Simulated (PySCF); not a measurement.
PySCF 2.14 output of an unrestricted LDA calculation on a single atom or ion in aug-cc-pVQZ-PP with ECP60MDF (7s7p6d4f3g2h, 135 functions), with a scalar-relativistic core potential:

```
SCF conv_tol = 1e-09
number electrons alpha = 8  beta = 4
    P. A. M. Dirac.,  Math. Proc. Cambridge Philos. Soc. 26, 376 (1930)
    F. Bloch.,  Z. Phys. 57, 545 (1929)
    S. H. Vosko, L. Wilk, and M. Nusair.,  Can. J. Phys. 58, 1200 (1980)
cycle= 1 E= -66.2324543317942  delta_E= -0.00582  |g|= 0.0567  |ddm|= 0.375
cycle= 2 E= -66.2333590024836  delta_E= -0.000905  |g|= 0.0483  |ddm|= 0.285
cycle= 3 E= -66.2343410958741  delta_E= -0.000982  |g|= 0.00487  |ddm|= 0.0901
cycle= 4 E= -66.2343516550837  delta_E= -1.06e-05  |g|= 0.00117  |ddm|= 0.0107
cycle= 5 E= -66.2343522536995  delta_E= -5.99e-07  |g|= 6.7e-05  |ddm|= 0.00214
cycle= 6 E= -66.2343522553666  delta_E= -1.67e-09  |g|= 3.39e-06  |ddm|= 4.94e-05
cycle= 7 E= -66.2343522553708  delta_E= -4.18e-12  |g|= 1.94e-07  |ddm|= 4.96e-06
converged SCF energy = -66.2343522553708  <S^2> = 6.0003487  2S+1 = 5.0001395
```

The run itself started from symmetry-adapted Hartree-Fock orbitals and held the occupation by maximum overlap, on a logarithmic radial grid, so the iterations belong to that start.

Problem. Which element, charge and spin multiplicity is this?

Solution. W²⁺ (tungsten, charge +2), multiplicity 5; the state was [Xe] 4f14 5d4, high-spin 5D determinant.

Energies and moments cover only the electrons outside the core potential. Spin-orbit coupling, absent here, splits the open shell strongly.
